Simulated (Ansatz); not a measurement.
Job for Ansatz (a program for electronic structure): R-CCSD(T)/cc-pVDZ on C2H7BO (SMILES CB(C)O).

Ansatz 0.2 input:
```yaml
crystal:
  periodic: [false, false, false]
  atoms:
    - {symbol: C, position_ang: [1.44234795, -0.32278797, -0.22574671]}
    - {symbol: B, position_ang: [0.07722749, 0.30761538, 0.23093026]}
    - {symbol: C, position_ang: [-1.31186045, -0.28055396, -0.23233472]}
    - {symbol: O, position_ang: [0.14452831, 1.39898784, 1.05141146]}
    - {symbol: H, position_ang: [2.30016156, 0.31327598, -0.00408567]}
    - {symbol: H, position_ang: [1.44435132, -0.56103836, -1.29298703]}
    - {symbol: H, position_ang: [1.59345278, -1.27725312, 0.29200786]}
    - {symbol: H, position_ang: [-1.33144764, -1.37113613, -0.15783243]}
    - {symbol: H, position_ang: [-2.17443504, 0.11216951, 0.31340728]}
    - {symbol: H, position_ang: [-1.46595797, -0.05255376, -1.29320577]}
    - {symbol: H, position_ang: [-0.71836835, 1.73327463, 1.31843548]}
basis:
  gaussian:
    orbitals: cc-pVDZ
magnetization: {spin_polarized: false}
correlation: {method: ccsd_t, electrons: outside_noble_gas}
scf: {lower_state_search: off}
```

The head of its log:

```
WARN ansatz: RAYON_NUM_THREADS=2 ignored (pool sized by the plan → 2); use --threads N
Functional definition: HF
these checks for a lower state are left out or cut short: stability, starts, cluster_reference, orbital_swaps, neighbouring_geometries, increment
integrals: 0.09 GiB planned
822 factors; integrals over basis functions are off by at most 1.2e-3 eV
mean field: 0.17 GiB planned
mean field evaluation 1: about -4879.3921 eV, gradient 3.8e1 eV
mean field evaluation 2: about -4879.3940 eV, gradient 3.8e1 eV
mean field evaluation 4: about -4882.8613 eV, gradient 3.7e0 eV
mean field evaluation 8: about -4882.9065 eV, gradient 1.4e-4 eV
mean field -4882.90650668 eV, -179.4435043676 hartree, gradient 1.7e-6 eV, S^2 0.000000; 0 other end points of the search recorded, 0 dependent functions left out
4 core orbitals not correlated
reference -4882.90650668 eV, -179.4435043676 hartree; 12, 12 occupied and 75, 75 virtual orbitals, 822 factors
```

Give the final energy of this run.

-180.0697 hartree (reference determinant -179.4435, T1 diagnostic 0.012).
